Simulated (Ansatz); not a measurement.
Reaction (ligand exchange at the Si–O bond): `OC[SiH2]O[SiH3]` + `BN` → `BN[SiH2]CO` + silanol

Program: Ansatz. Geometries: PBE0-D4/def2-TZVP. ΔE: electronic, gas phase. CCSD(T)/CBS adds triple-zeta CCSD(T) − MP2 to the extrapolated MP2 energy (def2 sets, frozen cores). This one scheme is used for every species. DFT in def2-TZVPP. One conformer a species, not always the lowest.

`OC[SiH2]O[SiH3]`:

```xyz
13

O     0.081    1.733    0.043
C     0.270    1.002    1.247
Si   -0.714   -0.590    1.058
O    -0.250   -1.343   -0.316
Si    0.219   -1.021   -1.854
H     0.647    2.508    0.049
H     1.329    0.756    1.410
H    -0.073    1.562    2.128
H    -2.166   -0.283    0.998
H    -0.437   -1.483    2.213
H    -0.761   -0.140   -2.537
H     0.296   -2.319   -2.570
H     1.560   -0.383   -1.869
```

`BN`:

Z-matrix (Å, degrees):
```
B
N 1 1.385
H 1 1.197 2 119.0
H 1 1.197 2 119.0 3 -180.0
H 2 1.006 1 123.2 3 -0.0
H 2 1.006 1 123.2 3 180.0
```

`BN[SiH2]CO`:

```xyz
13

B    -0.472   -1.704   -1.443
N    -0.695   -1.374   -0.103
Si    0.255   -0.228    0.814
C    -0.047    1.549    0.258
O     0.857    2.443    0.898
H     0.454   -1.191   -2.010
H    -1.190   -2.480   -2.005
H    -1.474   -1.814    0.366
H    -0.097   -0.393    2.248
H     1.704   -0.508    0.624
H     0.004    1.629   -0.837
H    -1.052    1.869    0.544
H     1.752    2.202    0.645
```

`O[SiH3]`:

```xyz
6

O     0.493   -1.023    0.594
Si    0.013    0.318   -0.235
H    -0.162   -1.479    1.125
H    -1.066    0.003   -1.212
H     1.214    0.803   -0.952
H    -0.493    1.378    0.679
```

```json
{"level": "PBE0-D4", "ΔE (kcal/mol)": "17.1"}
{"level": "PBE", "ΔE (kcal/mol)": "15.5"}
{"level": "MP2/def2-TZVPP", "ΔE (kcal/mol)": "17.7"}
{"level": "SCS-MP2/def2-TZVPP", "ΔE (kcal/mol)": "18.2"}
```

Question: What does CCSD(T)/CBS give? (An estimate is asked.)

Answer: The calculation gave: +17.6 kcal/mol. The listed levels differ from it by -0.5, -2.1, 0.1, 0.6 kcal/mol.

Largest T1 diagnostic among the species: 0.012.

The D4 term adds +0.8 kcal/mol with B3LYP and +0.5 kcal/mol with PBE0; it sums over pairs of atoms, weighted by their polarisabilities, and B3LYP, whose exchange is more repulsive, gets the larger term. From PBE to PBE0 (25 % exact exchange), in def2-TZVPP and without D4, ΔE moves by +1.0 kcal/mol.

B3LYP here is the variant with VWN-RPA as its local correlation; programs differ in this.
